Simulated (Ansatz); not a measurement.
Molecule: sum formula H2Si2OCl4, net charge 0, singlet state. 
Structure (B3LYP-D3(BJ)/def2-TZVP (Ansatz, a program for electronic structure) minimum search):
```xyz
9

Cl    -1.8741    -0.7845     1.2080
Si    -1.4800    -0.2706    -0.7301
Cl    -2.0737     1.6567    -1.0532
O      0.1141    -0.3986    -1.0170
Si     1.6089    -0.1798    -0.4191
Cl     1.6604     1.5310     0.6970
Cl     2.1066    -1.7718     0.7594
H     -2.1994    -1.1632    -1.6366
H      2.5544    -0.0774    -1.5289
```

Basis-set convergence of Hartree-Fock and CCSD(T) correlation energies (hartree) with Ansatz. Cores are frozen in the correlated levels unless marked. Spin-orbit coupling is left out. Non-relativistic.

| basis | functions | E(HF) | E(corr, CCSD(T)) |
|---|---|---|---|
| aug-cc-pV(D+d)Z | 233 | -2492.26775 | -1.08268 |
| aug-cc-pV(T+d)Z | 422 | ? | ? |

Question: Some entries are withheld; supply them.

Answer: 
- aug-cc-pV(T+d)Z, E(HF): -2492.38452
- aug-cc-pV(T+d)Z, E(corr, CCSD(T)): -1.36878
